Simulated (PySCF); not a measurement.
C2H7ClGeO3, singlet, geometry from GFN2-xTB, with bond 8-1 at 2.4 times its length; PySCF with CASSCF(2,4)/STO-3G.

PySCF was given this input:
```python
from pyscf import gto, scf, mcscf
import numpy

mol = gto.Mole()
mol.atom = '''
    C    -1.803656   -1.948256    0.288892
    O    -0.952140   -1.019574    0.937061
    Ge    0.052977    0.207029    0.157402
    O     0.674515    1.122727    1.483847
    Cl   -1.033235    1.348396   -1.199672
    O     1.379497   -0.421696   -0.788482
    C     2.547437   -1.045532   -0.272720
    H    -3.608046   -0.729208   -1.167084
    H    -2.296509   -2.512594    1.081385
    H    -1.237596   -2.631761   -0.346281
    H     0.119853    1.167055    2.262161
    H     3.051808   -0.403533    0.450234
    H     3.200325   -1.215333   -1.129422
    H     2.309673   -2.000096    0.200793
'''
mol.basis = 'sto-3g'
mol.charge = 0
mol.spin = 0
mol.verbose = 4
mol.build()

mf = scf.RHF(mol)
mf.kernel()
mc = mcscf.CASSCF(mf, 4, 2)
mc.kernel()
occ = numpy.linalg.eigvalsh(mc.fcisolver.make_rdm1(mc.ci, mc.ncas, mc.nelecas))[::-1]
ss = mc.fcisolver.spin_square(mc.ci, mc.ncas, mc.nelecas)[0]
print('natural occupations', occ.round(4), ' <S^2>', round(ss, 4))
```

Question: Predict the main parts of the log of this PySCF run.

Answer: 
```
PySCF version 2.14.0

[INPUT] verbose = 4
[INPUT] num. atoms = 14
[INPUT] num. electrons = 92
[INPUT] charge = 0
[INPUT] spin (= nelec alpha-beta = 2S) = 0
[INPUT] symmetry False subgroup None
[INPUT] Mole.unit = angstrom
[INPUT] Symbol           X                Y                Z      unit          X                Y                Z       unit  Magmom
[INPUT]  1 C     -1.803656000000  -1.948256000000   0.288892000000 AA   -3.408415862929  -3.681670260541   0.545926759578 Bohr   0.0
[INPUT]  2 O     -0.952140000000  -1.019574000000   0.937061000000 AA   -1.799283832243  -1.926715623727   1.770788652011 Bohr   0.0
[INPUT]  3 Ge     0.052977000000   0.207029000000   0.157402000000 AA    0.100112020901   0.391228109843   0.297446671459 Bohr   0.0
[INPUT]  4 O      0.674515000000   1.122727000000   1.483847000000 AA    1.274648616911   2.121646542655   2.804064440757 Bohr   0.0
[INPUT]  5 Cl    -1.033235000000   1.348396000000  -1.199672000000 AA   -1.952531172315   2.548099147459  -2.267051519309 Bohr   0.0
[INPUT]  6 O      1.379497000000  -0.421696000000  -0.788482000000 AA    2.606871519659  -0.796889947825  -1.490015034149 Bohr   0.0
[INPUT]  7 C      2.547437000000  -1.045532000000  -0.272720000000 AA    4.813958249584  -1.975769134469  -0.515366108691 Bohr   0.0
[INPUT]  8 H     -3.608046000000  -0.729208000000  -1.167084000000 AA   -6.818218784832  -1.378003407842  -2.205469124362 Bohr   0.0
[INPUT]  9 H     -2.296509000000  -2.512594000000   1.081385000000 AA   -4.339773052599  -4.748114522225   2.043521485213 Bohr   0.0
[INPUT] 10 H     -1.237596000000  -2.631761000000  -0.346281000000 AA   -2.338717492857  -4.973307515311  -0.654376252141 Bohr   0.0
[INPUT] 11 H      0.119853000000   1.167055000000   2.262161000000 AA    0.226489345207   2.205414322304   4.274864739672 Bohr   0.0
[INPUT] 12 H      3.051808000000  -0.403533000000   0.450234000000 AA    5.767081304757  -0.762566852224   0.850818951967 Bohr   0.0
[INPUT] 13 H      3.200325000000  -1.215333000000  -1.129422000000 AA    6.047737759599  -2.296646520146  -2.134298259059 Bohr   0.0
[INPUT] 14 H      2.309673000000  -2.000096000000   0.200793000000 AA    4.364649407303  -3.779633662838   0.379443777730 Bohr   0.0

nuclear repulsion = 748.783079090629
number of shells = 35
number of NR pGTOs = 177
number of NR cGTOs = 59
basis = sto-3g
ecp = {}

******** <class 'pyscf.scf.hf.RHF'> ********
method = RHF
initial guess = minao
damping factor = 0
level_shift factor = 0
DIIS = <class 'pyscf.scf.diis.CDIIS'>
diis_start_cycle = 1
diis_space = 8
diis_damp = 0
SCF conv_tol = 1e-09
SCF conv_tol_grad = None
SCF max_cycles = 50
direct_scf = True
direct_scf_tol = 1e-13
Set gradient conv threshold to 3.16228e-05
Initial guess from minao.
init E= -2804.27798064139
  HOMO = -0.278708717590091  LUMO = -0.180784915555238  gap/eV = 2.66464
cycle= 1 E= -2806.32864418863  delta_E= -2.05  |g|= 0.689  |ddm|= 4.58
  HOMO = -0.178010537862685  LUMO = 0.0830275668669811  gap/eV = 7.10321
cycle= 2 E= -2806.47905080315  delta_E= -0.15  |g|= 0.298  |ddm|=  1.3
  HOMO = -0.182458329383003  LUMO = 0.103586764240877  gap/eV = 7.78368
cycle= 3 E= -2806.50724670143  delta_E= -0.0282  |g|= 0.139  |ddm|= 0.696
  HOMO = -0.180842596582634  LUMO = 0.0984402666062628  gap/eV = 7.59967
cycle= 4 E= -2806.51651686183  delta_E= -0.00927  |g|= 0.0392  |ddm|= 0.319
  HOMO = -0.184907121704885  LUMO = 0.0992894755923801  gap/eV = 7.73338
cycle= 5 E= -2806.51735491142  delta_E= -0.000838  |g|= 0.00762  |ddm|= 0.0868
  HOMO = -0.18494002616608  LUMO = 0.0998672893264038  gap/eV = 7.75000
cycle= 6 E= -2806.51738926689  delta_E= -3.44e-05  |g|= 0.00249  |ddm|= 0.0168
  HOMO = -0.184680038793548  LUMO = 0.0999537152295401  gap/eV = 7.74528
cycle= 7 E= -2806.51739321994  delta_E= -3.95e-06  |g|= 0.000684  |ddm|= 0.0055
  HOMO = -0.184644842740162  LUMO = 0.0999926896582946  gap/eV = 7.74538
cycle= 8 E= -2806.51739377139  delta_E= -5.51e-07  |g|= 0.000182  |ddm|= 0.00251
  HOMO = -0.184661574179496  LUMO = 0.100005886675467  gap/eV = 7.74620
cycle= 9 E= -2806.51739380682  delta_E= -3.54e-08  |g|= 6.14e-05  |ddm|= 0.000588
  HOMO = -0.184659566422874  LUMO = 0.100012658583615  gap/eV = 7.74633
cycle= 10 E= -2806.51739381144  delta_E= -4.62e-09  |g|= 1.6e-05  |ddm|= 0.000241
  HOMO = -0.184657392289262  LUMO = 0.100012877856564  gap/eV = 7.74627
cycle= 11 E= -2806.51739381174  delta_E= -2.96e-10  |g|= 4.5e-06  |ddm|= 6.33e-05
  HOMO = -0.184657347401813  LUMO = 0.10001309143855  gap/eV = 7.74628
Extra cycle  E= -2806.51739381179  delta_E= -5.37e-11  |g|= 2.28e-06  |ddm|= 1.17e-05
converged SCF energy = -2806.51739381179

******** <class 'pyscf.mcscf.mc1step.CASSCF'> ********
CAS (1e+1e, 4o), ncore = 45, nvir = 10
max_cycle_macro = 50
max_cycle_micro = 4
conv_tol = 1e-07
conv_tol_grad = None
orbital rotation max_stepsize = 0.02
orbital rotation threshold for CI restart = 0.01
augmented hessian ah_max_cycle = 30
augmented hessian ah_conv_tol = 1e-12
augmented hessian ah_linear dependence = 1e-14
augmented hessian ah_level shift = 1e-08
augmented hessian ah_start_tol = 2.5
augmented hessian ah_start_cycle = 3
augmented hessian ah_grad_trust_region = 3
kf_trust_region = 3
kf_interval = 4
ci_response_space = 4
ci_grad_trust_region = 3
with_dep4 0
natorb = False
canonicalization = True
sorting_mo_energy = False
ao2mo_level = 2
internal_rotation = False
******** <class 'pyscf.fci.direct_spin1.FCISolver'> ********
max. cycles = 50
conv_tol = 1e-08
davidson only = False
linear dependence = 1e-12
level shift = 0.001
max iter space = 12
nroots = 1
pspace_size = 400
spin = None
CASCI E = -2806.67867676605  S^2 = 0.0000000
Set conv_tol_grad to 0.000316228
macro iter   1 ( 16 JK    4 micro), CASSCF E = -2806.69281926815  dE = -1.41425021e-02  S^2 = 0.0000000
               |grad[o]|=0.091  |grad[c]|=0.0145  |ddm|=0.0152  |maxRot[o]|=0.103
macro iter   2 ( 16 JK    4 micro), CASSCF E = -2806.69323981263  dE = -4.20544477e-04  S^2 = 0.0000000
               |grad[o]|=0.0128  |grad[c]|=0.00053  |ddm|=0.00678  |maxRot[o]|=0.144
macro iter   3 ( 21 JK    4 micro), CASSCF E = -2806.69324414215  dE = -4.32952265e-06  S^2 = 0.0000000
               |grad[o]|=0.000536  |grad[c]|=0.000156  |ddm|=0.000296  |maxRot[o]|=0.265
macro iter   4 ( 11 JK    2 micro), CASSCF E = -2806.69324473424  dE = -5.92094693e-07  S^2 = 0.0000000
               |grad[o]|=0.000271  |grad[c]|=3.47e-05  |ddm|=0.000164  |maxRot[o]|=0.157
macro iter   5 (  1 JK    1 micro), CASSCF E = -2806.69324473426  dE = -2.18278728e-11  S^2 = 0.0000000
               |grad[o]|=2.15e-05  |grad[c]|=4.07e-06  |ddm|=1.22e-05  |maxRot[o]|=    0
1-step CASSCF converged in   5 macro ( 65 JK  15 micro) steps
CASSCF canonicalization
Density matrix diagonal elements [1.29766989e+00 7.01403772e-01 7.15598617e-04 2.10740035e-04]
CASSCF energy = -2806.69324473426
CASCI E = -2806.69324473426  E(CI) = -1.05809119255900  S^2 = 0.0000000
natural occupations [1.2987 0.7013 0.     0.    ]  <S^2> 0.0
```
